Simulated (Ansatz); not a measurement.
The cluster VSe₂, relaxed as a doublet with UKS PBE-D4/def2-TZVP in Ansatz, starting from the GFN1-xTB geometry. Force threshold 0.02 eV/Å.

The charge 0 doublet is spin-contaminated (final ⟨S²⟩ up to 1.74, 0.75 for a pure state). Another isomer (doublet) lies 0.85 eV lower at PBE0-D4/def2-TZVP; other spin states weren't run for this one.

Start:

```tsv
atom	x (Å)	y (Å)	z (Å)
V1	-1.0216	0.1708	1.7218
Se2	0.8090	-0.8255	-1.6107
Se3	0.2126	0.6547	-0.1111
```

(1) Estimate the energy that the relaxation releases and the steps that it takes.

(2) Does the start keep its bonding and symmetry?

(3) Predict the relaxed structure.

Answers

(1) 39.3 kcal/mol, in 10 steps; 1.7 min on 2 threads of AMD EPYC 7R43 on a shared host. No frequencies were taken in this run, so the end may be a saddle point.

(2) Bonds formed: V1–Se2 (atoms count from 1). Point group Cs at the start, C2v at the end, both within 0.05 Å.

(3) 
```xyz
3

V    -0.743   -0.350    1.082
Se    0.355   -0.947   -0.915
Se    0.388    1.297   -0.166
```
Bond lengths: 2 × Se–V 2.36 Å; 1 × Se–Se 2.37 Å.
